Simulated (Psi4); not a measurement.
Br3Sn (SMILES [Br][Sn]([Br])[Br]), doublet, at a GFN2-xTB geometry (such geometries of metal compounds can be far from the true shape) (the spin is typed, not shown lowest) (all electrons, no relativity); PBE/STO-3G (Psi4 1.11).

Input for Psi4:
```
memory 2 GB

molecule {
0 2
  Sn   -0.30559618    0.27078947    0.55707516
  Br   -1.69678763   -1.64465708   -0.53914098
  Br    0.10094843    2.02068988   -1.33464601
  Br    2.03240517   -0.76287491    1.07796533
}

set basis sto-3g
set reference uks
set scf_type pk
set puream true
set d_convergence 1e-8
set dft_radial_points 99
set dft_spherical_points 590

energy('pbe')
print_variables()
```

Output, abridged:

```
   => Loading Basis Set <=

    Name: STO-3G
    Role: ORBITAL
    Keyword: BASIS

         ---------------------------------------------------------
                                   SCF
               by Justin Turney, Rob Parrish, Andy Simmonett
                          and Daniel G. A. Smith
                              UKS Reference
         ---------------------------------------------------------

  ==> Geometry <==

    Molecular point group: c1
    Full point group: C1

    Geometry (in Angstrom), charge = 0, multiplicity = 2:

       Center              X                  Y                   Z               Mass
    ------------   -----------------  -----------------  -----------------  -----------------
         SN          -0.299459771992     0.265351987404     0.545889025071   119.902201630000
         BR          -1.690651221992    -1.650094562596    -0.550327114929    78.918337600000
         BR           0.107084838008     2.015252397404    -1.345832144929    78.918337600000
         BR           2.038541578008    -0.768312392596     1.066779195071    78.918337600000

  Running in c1 symmetry.

  Rotational constants: A =      0.02203  B =      0.02203  C =      0.01235 [cm^-1]
  Rotational constants: A =    660.31251  B =    660.31251  C =    370.17487 [MHz]
  Nuclear repulsion = 1532.476113270142605

  Charge       = 0
  Multiplicity = 2
  Electrons    = 155
  Nalpha       = 78
  Nbeta        = 77

  ==> Algorithm <==

  SCF Algorithm Type is PK.
  DIIS enabled.
  MOM disabled.
  Fractional occupation disabled.
  Guess Type is SAD.
  Energy threshold   = 1.00e-06
  Density threshold  = 1.00e-08
  Integral threshold = 1.00e-12

  ==> Primary Basis <==

  Basis Set: STO-3G
    Blend: STO-3G
    Number of shells: 35
    Number of basis functions: 81
    Number of Cartesian functions: 86
    Spherical Harmonics?: true
    Max angular momentum: 2

  ==> DFT Potential <==

   => LibXC <=

    Version 7.1.2
    S. Lehtola, C. Steigemann, M. J. T. Oliveira, and M. A. L. Marques,  SoftwareX 7, 1–5 (2018) (10.1016/j.softx.2017.11.002)

   => Composite Functional: PBE <=

    PBE GGA Exchange-Correlation Functional

    J.P. Perdew et. al., Phys. Rev. Lett., 77(18), 3865-3868, 1996

    Deriv               =              1
    GGA                 =           TRUE
    Meta                =          FALSE

    Exchange Hybrid     =          FALSE
    MP2 Hybrid          =          FALSE

   => Exchange Functionals <=

    1.0000     XC_GGA_X_PBE

   => Correlation Functionals <=

    1.0000     XC_GGA_C_PBE

   => LibXC Density Thresholds  <==

    XC_GGA_C_PBE:  1.00E-12
    XC_GGA_X_PBE:  1.00E-15

   => Molecular Quadrature <=

    Radial Scheme          =       TREUTLER
    Pruning Scheme         =           NONE
    Nuclear Scheme         =       TREUTLER

    Blocking Scheme        =         OCTREE
    BS radius alpha        =              1
    Pruning alpha          =              1
    Radial Points          =             99
    Spherical Points       =            590
    Total Points           =         200626
    Total Blocks           =           1537
    Max Points             =            256
    Max Functions          =             52
    Weights Tolerance      =       1.00E-15

  ==> Integral Setup <==

  Using in-core PK algorithm.
   Calculation information:
      Number of atoms:                   4
      Number of AO shells:              35
      Number of primitives:            105
      Number of atomic orbitals:        86
      Number of basis functions:        81

      Integral cutoff                 1.00e-12
      Number of threads:                 1

  Performing in-core PK
  Using 11032362 doubles for integral storage.
  We computed 75048 shell quartets total.
  Whereas there are 198765 unique shell quartets.

  ==> DiskJK: Disk-Based J/K Matrices <==

    J tasked:                  Yes
    K tasked:                   No
    wK tasked:                  No
    Schwarz Cutoff:          1E-12

[...]
    Using symmetric orthogonalization.

  ==> Pre-Iterations <==

  SCF Guess: Superposition of Atomic Densities via on-the-fly atomic UHF (no occupation information).

   -------------------------
    Irrep   Nso     Nmo
   -------------------------
     A         81      81
   -------------------------
    Total      81      81
   -------------------------

  ==> Iterations <==

                        Total Energy        Delta E     RMS |[F,P]|

   @UKS iter SAD: -13596.87327883207035   -1.35969e+04   0.00000e+00
   @UKS iter   1: -13601.48849558594702   -4.61522e+00   3.95115e-03 ADIIS/DIIS
   @UKS iter   2: -13601.48300320643648    5.49238e-03   2.35853e-03 ADIIS/DIIS
   @UKS iter   3: -13601.49253875721115   -9.53555e-03   2.29262e-03 ADIIS/DIIS
   @UKS iter   4: -13601.53967234283846   -4.71336e-02   5.30358e-05 DIIS
   @UKS iter   5: -13601.53969967577723   -2.73329e-05   3.00537e-06 DIIS
   @UKS iter   6: -13601.53969984676405   -1.70987e-07   1.29508e-06 DIIS
   @UKS iter   7: -13601.53969986730590   -2.05418e-08   2.00864e-07 DIIS
   @UKS iter   8: -13601.53969986769698   -3.91083e-10   1.07245e-07 DIIS
   @UKS iter   9: -13601.53969986784068   -1.43700e-10   3.35307e-08 DIIS
   @UKS iter  10: -13601.53969986784978   -9.09495e-12   4.23869e-09 DIIS
  Energy and wave function converged.

  ==> Post-Iterations <==

   Electrons on quadrature grid:
      Nalpha   =   78.0000011328 ; deviation = 1.133e-06
      Nbeta    =   77.0000011493 ; deviation = 1.149e-06
      Ntotal   =  155.0000022821 ; deviation = 2.282e-06

   @Spin Contamination Metric:   1.585836368E-03
   @S^2 Expected:                7.500000000E-01
   @S^2 Observed:                7.515858364E-01
   @S   Expected:                5.000000000E-01
   @S   Observed:                5.000000000E-01

    Orbital Energies [Eh]
    ---------------------

    Alpha Occupied:

[...]
    Alpha Virtual:

[...]
    Beta Occupied:

[...]
    Beta Virtual:

[...]
      81A      0.085579

    Final Occupation by Irrep:
              A
    DOCC [    77 ]
    SOCC [     1 ]
    NA   [    78 ]
    NB   [    77 ]

  @UKS Final Energy: -13601.53969986784978

   => Energetics <=

    Nuclear Repulsion Energy =           1532.4761132701426050
    One-Electron Energy =              -21996.5367396353758522
    Two-Electron Energy =                7298.1028300858542934
    DFT Exchange-Correlation Energy =    -435.5819035884702544
    Empirical Dispersion Energy =           0.0000000000000000
    VV10 Nonlocal Energy =                  0.0000000000000000
    Total Energy =                     -13601.5396998678497766

  UHF NO Occupations:
  HONO-2 :   76  A 1.9999072
  HONO-1 :   77  A 1.9993925
  HONO-0 :   78  A 1.0000000
  LUNO+0 :   79  A 0.0006075
  LUNO+1 :   80  A 0.0000928
  LUNO+2 :   81  A 0.0000928

Computation Completed

Properties will be evaluated at   0.000000,   0.000000,   0.000000 [a0]

Properties computed using the SCF density matrix

 Multipole Moments:

 ------------------------------------------------------------------------------------
     Multipole            Electronic (a.u.)      Nuclear  (a.u.)        Total (a.u.)
 ------------------------------------------------------------------------------------

 L = 1.  Multiply by 2.5417464519 to convert [e a0] to [Debye]
 Dipole X            :         -2.1169094            1.7974001           -0.3195093
 Dipole Y            :          1.8757938           -1.5926804            0.2831134
 Dipole Z            :          3.8589438           -3.2765036            0.5824402
 Magnitude           :                                                    0.7221330

 ------------------------------------------------------------------------------------

  Variable Map:
  ----------------------------------------------------------------------------
[...]
  Array Variable Map:
  ----------------------------------------------------------------------------
[...]
[...]
```
